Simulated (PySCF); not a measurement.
## GeTe: from constants to spectrum

RHF-CCSD(T) constants of GeTe, ¹Σ⁺ (singlet), closed shell (Ge cc-pVDZ-PP with ECP10, Te cc-pVDZ-PP with ECP28; scalar-relativistic core potentials (PySCF 2.14); masses 73.9212 and 129.9062 u):

| Property | Result |
| --- | --- |
| ωe | 316.7 cm⁻¹ |
| ωexe | 0.639 cm⁻¹ |
| Be | 0.063078 cm⁻¹ |
| αe | 0.000167 cm⁻¹ |
| D (centrifugal) | 1e-08 cm⁻¹ |
| De to Ge + Te | 3.97 eV |

Problem. Give the vibrational terms G(v) and spacings up to v = 6.

Solution. G(v) = ωe(v+½) − ωexe(v+½)².

| v | G(v) (cm⁻¹) | G(v) − G(v−1) | Bv (cm⁻¹) |
| --- | --- | --- | --- |
| 0 | 158.2 |  | 0.06299 |
| 1 | 473.6 | 315.4 | 0.06283 |
| 2 | 787.8 | 314.1 | 0.06266 |
| 3 | 1100.6 | 312.9 | 0.06249 |
| 4 | 1412.2 | 311.6 | 0.06233 |
| 5 | 1722.5 | 310.3 | 0.06216 |
| 6 | 2031.6 | 309.0 | 0.06199 |

Problem. How well does the Morse estimate ωe²/(4ωexe) reproduce De, and what is D0?

Solution. It gives 4.87 eV, 123 % of the computed De. D0 = De − G(0) = 3.97 − 0.02 = 3.95 eV.

Measured values (Huber and Herzberg, Constants of Diatomic Molecules (1979)): ωe = 323.9 cm⁻¹, ωexe = 0.75 cm⁻¹, Be = 0.06533821 cm⁻¹, αe = 0.00017246 cm⁻¹.

Correlated steps freeze 8 core orbitals. Correlated levels converge slowly with the basis: in double zeta they bind strong bonds too weakly, by up to about 1 eV, and carry superposition errors of some tenths. These are scalar-relativistic numbers at best; spin–orbit coupling would shift them, the dissociation energy most. Where the molecule has an RHF reference, its open-shell atoms are computed with UHF. The CCSD T1 diagnostic is raised, a sign that a single reference may not be enough here.
